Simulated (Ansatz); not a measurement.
Basis-set series for `F[Si@H]1[SiH2][Si@@H]1Cl`. Total charge 0; spin multiplicity 1. All single points use the PBE0-D4/def2-TZVP geometry.

Z-matrix (Å, degrees):
```
Si
Si 1 2.331
Si 1 2.284 2 61.6
F 1 1.599 2 131.0 3 119.5
H 1 1.485 2 105.6 3 -105.6
H 2 1.485 1 116.4 3 120.2
H 2 1.485 1 124.0 3 -93.3
Cl 3 2.052 1 126.8 2 -120.8
H 3 1.485 1 115.5 2 93.1
```

```csv
functional,basis,functions,energy (Eh),HOMO (eV),LUMO (eV)
PBE0-D4,def2-SVP,106,-1429.88117,-7.25,-1.87
PBE0-D4,def2-QZVPP,457,-1430.52788,-7.25,-2.05
ωB97M-V,def2-SVP,106,-1430.36389,-9.12,0.12
ωB97M-V,def2-QZVPP,457,-1431.00839,-9.18,-0.17
```

Give the rows for def2-TZVPP. (Estimate.)

Ansatz gave: 
```csv
functional,basis,functions,energy (Eh),HOMO (eV),LUMO (eV)
PBE0-D4,def2-TZVPP,255,-1430.48008,-7.24,-2.02
ωB97M-V,def2-TZVPP,255,-1430.96325,-9.16,-0.09
```
